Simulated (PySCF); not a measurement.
Molfile (atoms numbered from 1):
```
C4H11N3P2
     RDKit          3D

 20 20  0  0  0  0  0  0  0  0999 V2000
    1.8447    1.4595   -0.9481 C   0  0  0  0  0  0  0  0  0  0  0  0
    1.0642    0.3494   -0.4827 N   0  0  0  0  0  0  0  0  0  0  0  0
    1.6132   -0.7751    0.1357 C   0  0  0  0  0  0  0  0  0  0  0  0
    0.6744   -1.6336    0.5373 C   0  0  0  0  0  0  0  0  0  0  0  0
   -0.6109   -1.1826    0.2419 N   0  0  0  0  0  0  0  0  0  0  0  0
   -1.8118   -1.8610    0.6398 C   0  0  0  0  0  0  0  0  0  0  0  0
   -0.6332    0.4211   -0.3228 P   0  0  0  0  0  5  0  0  0  0  0  0
   -1.5493    0.8870   -1.4859 N   0  0  0  0  0  0  0  0  0  0  0  0
   -1.2907    1.6945    1.3457 P   0  0  0  0  0  0  0  0  0  0  0  0
    2.3608    1.9768   -0.1305 H   0  0  0  0  0  0  0  0  0  0  0  0
    1.1640    2.1618   -1.4358 H   0  0  0  0  0  0  0  0  0  0  0  0
    2.5895    1.1293   -1.6772 H   0  0  0  0  0  0  0  0  0  0  0  0
    2.6791   -0.8716    0.2155 H   0  0  0  0  0  0  0  0  0  0  0  0
    0.8096   -2.5836    1.0182 H   0  0  0  0  0  0  0  0  0  0  0  0
   -1.8929   -1.9477    1.7286 H   0  0  0  0  0  0  0  0  0  0  0  0
   -2.6557   -1.2727    0.2716 H   0  0  0  0  0  0  0  0  0  0  0  0
   -1.8596   -2.8618    0.2014 H   0  0  0  0  0  0  0  0  0  0  0  0
   -1.4448    0.3942   -2.3622 H   0  0  0  0  0  0  0  0  0  0  0  0
   -0.0172    1.7007    1.9180 H   0  0  0  0  0  0  0  0  0  0  0  0
   -1.0385    2.8261    0.5885 H   0  0  0  0  0  0  0  0  0  0  0  0
  1  2  1  0
  2  3  1  0
  3  4  2  0
  4  5  1  0
  5  6  1  0
  5  7  1  0
  7  8  2  0
  7  9  1  0
  7  2  1  0
  1 10  1  0
  1 11  1  0
  1 12  1  0
  3 13  1  0
  4 14  1  0
  6 15  1  0
  6 16  1  0
  6 17  1  0
  8 18  1  0
  9 19  1  0
  9 20  1  0
M  END
```

[PySCF: geometry from GFN2-xTB; PBE0/pcSseg-1 with gauge-including orbitals; one averaged value for each set of equivalent atoms; non-relativistic; gas phase; single conformer]

Problem. Predict the 2D correlation tables (HSQC, COSY, HMBC).

Solution. 

HSQC (one-bond C–H):
```csv
δH,δC
5.76 (H13/H14),118.5 (C3/C4)
2.95 (H10/H11/H12/H15/H16/H17),30.4 (C1/C6)
```

HMBC (two and three bonds, from the bond graph):
```csv
δH,δC
5.76 (H13/H14),"118.5 (C3/C4), 30.4 (C1/C6)"
2.95 (H10/H11/H12/H15/H16/H17),118.5 (C3/C4)
```

No COSY cross peaks are expected.

Shifts are taken against calculated references (same method and geometry level): ¹H (31.72 ppm), ¹³C (186.93 ppm) vs TMS.

Short H···H contacts in this conformer between protons four or more bonds apart (candidates for NOE cross peaks, intensity ∝ r⁻⁶): H12···H13 2.76 Å.

The OH or NH signal is concentration- and solvent-dependent in practice; the value given is the gas-phase one. Shifts are as computed. Against solution values, carbons near 30 ppm lie about +3 ppm off and those near 130 ppm about +5 ppm. Of 1211 compounds with measured shifts, 218 miss one by over three times the rms of a fit or turn the order of signals round; such compounds aren't used in these exercises.
